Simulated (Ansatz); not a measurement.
**BF3 (boron trifluoride): methods side by side**

BF3: 4 atoms, total charge 0, spin state singlet. As SMILES, `FB(F)F`. The shape is that of a GFN2-xTB optimisation.

```
atom    x (Å)    y (Å)    z (Å)
   B   0.0001   0.0000  -0.0002
   F   1.3003  -0.0277   0.0135
   F  -0.6262   1.1398  -0.0173
   F  -0.6742  -1.1121   0.0040
```

Each level gives the energy change with the B1–F4 bond stretched from 1.301 to 1.626 Å (eV). The values are calculated.

```
                        level                    kind  program  value (eV)  less CCSDT/STO-3G
    SVWN5/STO-3G (restricted)                     LDA   Ansatz        1.30              +0.02
   revPBE/STO-3G (restricted)                     GGA   Ansatz        0.99              -0.29
   r2SCAN/STO-3G (restricted)                meta-GGA   Ansatz        1.24              -0.04
  r2SCAN0/STO-3G (restricted)         hybrid meta-GGA   Ansatz        1.45              +0.17
CAM-B3LYP/STO-3G (restricted)  range-separated hybrid   Ansatz        1.38              +0.10
    HSE06/STO-3G (restricted)  range-separated hybrid   Ansatz        1.34              +0.06
   B2PLYP/STO-3G (restricted)           double hybrid   Ansatz        1.36              +0.08
  RPA@PBE/STO-3G (restricted)                     RPA   Ansatz        1.13              -0.15
  BCCD(T)/STO-3G (restricted)   coupled cluster or CI   Ansatz        1.30              +0.02
    CCSDT/STO-3G (restricted)   coupled cluster or CI   Ansatz        1.28               0.00
```

Differences are taken from CCSDT/STO-3G (restricted) for orientation; it has basis-set and higher-order errors of its own. The first shape isn't each level's own minimum. The values span 0.99 to 1.45 eV. All rows use very small basis sets, so none should be taken for the real molecule's value.
